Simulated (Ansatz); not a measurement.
One change: `C[Si](C)(F)C#N` becomes `B[Si](C)(C)F`.

Ansatz, PBE0-D4/def2-TZVP geometries, multiplicity 1. 

| property | `C[Si](C)(F)C#N` |
| --- | --- |
| LUMO energy (PBE0/def2-TZVPP) / eV | -0.58 |
| size of the dipole moment (PBE/def2-TZVPP) / D | 4.10 |
| size of the dipole moment (ωB97M-V/def2-TZVPP) / D | 4.15 |
| LUMO energy (B3LYP/def2-TZVPP) / eV | -0.81 |
| HOMO energy (PBE0/def2-TZVPP) / eV | -9.38 |
| LUMO energy (ωB97M-V/def2-TZVPP) / eV | 1.50 |

Task: What does the change do to each property? (Estimate.)

Result: Ansatz gave: 
```tsv
property	`B[Si](C)(C)F`	shift
LUMO energy (PBE0/def2-TZVPP) / eV	-2.38	-1.80
size of the dipole moment (PBE/def2-TZVPP) / D	1.70	-2.40
size of the dipole moment (ωB97M-V/def2-TZVPP) / D	1.69	-2.46
LUMO energy (B3LYP/def2-TZVPP) / eV	-2.59	-1.78
HOMO energy (PBE0/def2-TZVPP) / eV	-7.87	1.51
LUMO energy (ωB97M-V/def2-TZVPP) / eV	-0.45	-1.95
```

With PBE0 the HOMO rises by 1.51 eV and the LUMO falls by 1.80 eV, so the gap narrows by about 3.31 eV. PBE moves the HOMO by 1.42 eV and ωB97M-V by 1.58 eV. Dipoles are sizes alone; their direction can turn.

B3LYP here is the variant with VWN-RPA as its local correlation; programs differ in this.
